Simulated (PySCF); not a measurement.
**C₆ coefficients of unlike pairs at BHandHLYP**

Calculated with PySCF 2.14 from the dipole response of each species, C₆(A,B) = (3/π) ∫ α_A(iu) α_B(iu) du, in atomic units, from isotropic polarisabilities. For ions this is the dispersion term alone; charge-induced terms of lower order in 1/R come first.

| species | configuration | basis | relativity | α (bohr³) | C₆ (like pair) |
| --- | --- | --- | --- | --- | --- |
| V⁺ | [Ar] 3d4 (5D) | aug-cc-pVQZ-DK (9s8p6d4f3g2h) | spin-free X2C | 13.71 | 50.85 |
| Li | [He] 2s1 (2S) | x2c-QZVPPall with one added diffuse shell each of s, p type (7s5p2d1f) | spin-free X2C | 146.9 | 1178 |
| I⁺ | [Kr] 4d10 5s2 5p4 (3P) | aug-cc-pV5Z-PP with ECP28MDF (8s8p6d4f3g2h) | core potential | 20.07 | 171.5 |

**Question.** Estimate C₆ for I⁺ with V⁺.

**Answer.** The integral gives 92.38. The combination rule 2 C_A C_B / (C_A α_B/α_A + C_B α_A/α_B) gives 91.04 and the geometric mean 93.39.

No spin-orbit coupling is included.

The other pairs:

| pair | C₆ |
| --- | --- |
| I⁺, Li | 288.8 |
| Li, V⁺ | 177.6 |
